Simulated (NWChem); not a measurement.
Everything below was run with NWChem. System: CH4Si, charge 0, spin multiplicity 1, displaced from the optimised geometry. Level: RHF/cc-pVDZ, spin-restricted.

Input file:

```
start mol
memory heap 200 mb stack 900 mb global 1100 mb
geometry units angstroms nocenter noautoz noautosym
  C      0.000000     0.000000     1.156933
  Si     0.000000     0.000000    -0.550682
  H      0.926618     0.000000     1.737870
  H     -1.158272     0.000000     1.883104
  H     -1.249623     0.000000    -1.353895
  H      1.249623     0.000000    -1.353895
end
basis spherical
  * library cc-pvdz
end
scf
  rhf
  nopen 0
  maxiter 100
  thresh 1e-7
  semidirect memsize 60000000 filesize 0
end
task scf energy
```

Part of the output:

```
             Northwest Computational Chemistry Package (NWChem) 7.3.0
             --------------------------------------------------------

                                NWChem Input Module
                                -------------------

 Scaling coordinates for geometry "geometry" by  1.889725989
 (inverse scale =  0.529177249)

                             Geometry "geometry" -> ""
                             -------------------------

 Output coordinates in angstroms (scale by  1.889725989 to convert to a.u.)

  No.       Tag          Charge          X              Y              Z
 ---- ---------------- ---------- -------------- -------------- --------------
    1 C                    6.0000     0.00000000     0.00000000     1.15693300
    2 Si                  14.0000     0.00000000     0.00000000    -0.55068200
    3 H                    1.0000     0.92661800     0.00000000     1.73787000
    4 H                    1.0000    -1.15827200     0.00000000     1.88310400
    5 H                    1.0000    -1.24962300     0.00000000    -1.35389500
    6 H                    1.0000     1.24962300     0.00000000    -1.35389500

 Effective nuclear repulsion energy (a.u.)      50.3140891858

            Nuclear Dipole moment (a.u.)
            ----------------------------
        X                 Y               Z
 ---------------- ---------------- ----------------
    -0.4377625842     0.0000000000     0.2744524642


 Summary of "ao basis" -> "" (spherical)
 ------------------------------------------------------------------------------
       Tag                 Description            Shells   Functions and Types
 ---------------- ------------------------------  ------  ---------------------
 *                          cc-pvdz                   on all atoms

 Summary of "ao basis" -> "ao basis" (spherical)
 ------------------------------------------------------------------------------
       Tag                 Description            Shells   Functions and Types
 ---------------- ------------------------------  ------  ---------------------
 C                          cc-pvdz                  6       14   3s2p1d
 Si                         cc-pvdz                  8       18   4s3p1d
 H                          cc-pvdz                  3        5   2s1p

                                 NWChem SCF Module
                                 -----------------

  ao basis        = "ao basis"
  functions       =    52
  atoms           =     6
  closed shells   =    12
  open shells     =     0
  charge          =   0.00
  wavefunction    = RHF
  use symmetry    = F
  symmetry adapt  = F

 Summary of "ao basis" -> "ao basis" (spherical)
 ------------------------------------------------------------------------------
       Tag                 Description            Shells   Functions and Types
 ---------------- ------------------------------  ------  ---------------------
 C                          cc-pvdz                  6       14   3s2p1d
 Si                         cc-pvdz                  8       18   4s3p1d
 H                          cc-pvdz                  3        5   2s1p

 Forming initial guess at       0.1s

      Superposition of Atomic Density Guess
      -------------------------------------

 Sum of atomic energies:        -328.49853004

      Non-variational initial energy
      ------------------------------

 Total energy =    -329.071688
 1-e energy   =    -552.533004
 2-e energy   =     173.147227
 HOMO         =      -0.254243
 LUMO         =      -0.014103

 Starting SCF solution at       1.1s

 ----------------------------------------------
         Quadratically convergent ROHF

 Convergence threshold     :          1.000E-07
 Maximum no. of iterations :          100
 Final Fock-matrix accuracy:          1.000E-09
 ----------------------------------------------

              iter       energy          gnorm     gmax       time
             ----- ------------------- --------- --------- --------
                 1     -328.9890154716  5.62D-01  1.47D-01      1.2
                 2     -329.0170588295  2.24D-01  5.94D-02      1.2
                 3     -329.0231432588  1.25D-02  4.63D-03      1.2
                 4     -329.0231862353  1.23D-04  4.52D-05      1.2
                 5     -329.0231862381  3.13D-09  9.70D-10      1.3

       Final RHF  results
       ------------------

         Total SCF energy =   -329.023186238079
      One-electron energy =   -554.077828100461
      Two-electron energy =    174.740552676562
 Nuclear repulsion energy =     50.314089185820

        Time for solution =      0.1s

             Final eigenvalues
             -----------------

              1
    1  -68.7880
    2  -11.2500
    3   -6.1396
    4   -4.2457
    5   -4.2448
    6   -4.2446
    7   -0.8889
    8   -0.6745
    9   -0.5433
   10   -0.4955
   11   -0.4693
   12   -0.3142
   13    0.0861
   14    0.1590
   15    0.1757
   16    0.2028
   17    0.2499
   18    0.2615
   19    0.3709
   20    0.4107
   21    0.4744
   22    0.5174

                       ROHF Final Molecular Orbital Analysis
                       -------------------------------------

 Vector   10  Occ=2.000000D+00  E=-4.954655D-01
              MO Center= -4.0D-01,  3.7D-16, -3.0D-01, r^2= 2.8D+00
   Bfn.  Coefficient  Atom+Function         Bfn.  Coefficient  Atom+Function
  ----- ------------  ---------------      ----- ------------  ---------------
    43      0.328803  5 H  s                  6      0.290914  1 C  pz
    24     -0.238055  2 Si pz                22     -0.214089  2 Si px
    44      0.203414  5 H  s                 33      0.177907  3 H  s

 Vector   11  Occ=2.000000D+00  E=-4.692660D-01
              MO Center= -6.4D-02,  4.1D-16,  4.9D-01, r^2= 3.4D+00
   Bfn.  Coefficient  Atom+Function         Bfn.  Coefficient  Atom+Function
  ----- ------------  ---------------      ----- ------------  ---------------
    38      0.296530  4 H  s                 48      0.252669  6 H  s
     6      0.243342  1 C  pz                 4     -0.226200  1 C  px
    39      0.192464  4 H  s                 24     -0.180985  2 Si pz
    49      0.169224  6 H  s                 22      0.154201  2 Si px

 Vector   12  Occ=2.000000D+00  E=-3.141952D-01
              MO Center=  4.6D-03, -2.2D-16,  5.2D-01, r^2= 2.1D+00
   Bfn.  Coefficient  Atom+Function         Bfn.  Coefficient  Atom+Function
  ----- ------------  ---------------      ----- ------------  ---------------
     5      0.396701  1 C  py                 8      0.353102  1 C  py
    26      0.299968  2 Si py                23      0.287022  2 Si py

 Vector   13  Occ=0.000000D+00  E= 8.612160D-02
              MO Center=  3.0D-03,  1.5D-16, -2.1D-01, r^2= 3.6D+00
   Bfn.  Coefficient  Atom+Function         Bfn.  Coefficient  Atom+Function
  ----- ------------  ---------------      ----- ------------  ---------------
    26      0.789221  2 Si py                 8     -0.568406  1 C  py
     5     -0.312699  1 C  py                23      0.244440  2 Si py

 Vector   14  Occ=0.000000D+00  E= 1.589910D-01
              MO Center= -1.0D-01,  1.9D-16,  7.1D-01, r^2= 5.2D+00
   Bfn.  Coefficient  Atom+Function         Bfn.  Coefficient  Atom+Function
  ----- ------------  ---------------      ----- ------------  ---------------
     3      1.645615  1 C  s                 27     -0.850749  2 Si pz
    39     -0.853069  4 H  s                 18     -0.844774  2 Si s
    25     -0.413247  2 Si px                49      0.378967  6 H  s
    34     -0.287277  3 H  s                 44     -0.278338  5 H  s
     7     -0.215243  1 C  px

 Vector   15  Occ=0.000000D+00  E= 1.756677D-01
              MO Center= -2.2D-02, -3.0D-16, -1.2D+00, r^2= 3.9D+00
   Bfn.  Coefficient  Atom+Function         Bfn.  Coefficient  Atom+Function
  ----- ------------  ---------------      ----- ------------  ---------------
    18      2.073452  2 Si s                 44     -1.410090  5 H  s
    49     -1.332527  6 H  s                 27     -1.001187  2 Si pz
     9      0.233221  1 C  pz                24     -0.151585  2 Si pz
    43     -0.151755  5 H  s

 center of mass
 --------------
 x =  -0.01002513 y =   0.00000000 z =  -0.02588724

 moments of inertia (a.u.)
 ------------------
         124.451933328635           0.000000000000           2.065752887086
           0.000000000000         143.606217855395           0.000000000000
           2.065752887086           0.000000000000          19.154284526760

  Mulliken analysis of the total density
  --------------------------------------

    Atom       Charge   Shell Charges
 -----------   ------   -------------------------------------------------------
    1 C    6     6.40   2.00  0.65  0.60  1.85  1.27  0.03
    2 Si  14    13.59   2.00  2.01  0.72  0.39  6.00  1.42  0.81  0.24
    3 H    1     0.92   0.73  0.16  0.03
    4 H    1     0.91   0.61  0.28  0.02
    5 H    1     1.09   0.71  0.36  0.01
    6 H    1     1.08   0.71  0.36  0.01

       Multipole analysis of the density wrt the origin
       ------------------------------------------------

     L   x y z        total         open         nuclear
     -   - - -        -----         ----         -------
     0   0 0 0     -0.000000      0.000000     24.000000

     1   1 0 0      0.045668      0.000000     -0.437763
     1   0 1 0     -0.000000      0.000000      0.000000
     1   0 0 1     -0.395569      0.000000      0.274452

     2   2 0 0    -15.517665      0.000000     19.009955
     2   1 1 0      0.000000      0.000000      0.000000
     2   1 0 1      0.020260      0.000000     -2.038381
     2   0 2 0    -17.323176      0.000000      0.000000
     2   0 1 1      0.000000      0.000000      0.000000
     2   0 0 2    -15.503041      0.000000     80.380405

 Task  times  cpu:        1.2s     wall:        1.2s

 Total times  cpu:        1.3s     wall:        1.3s
```
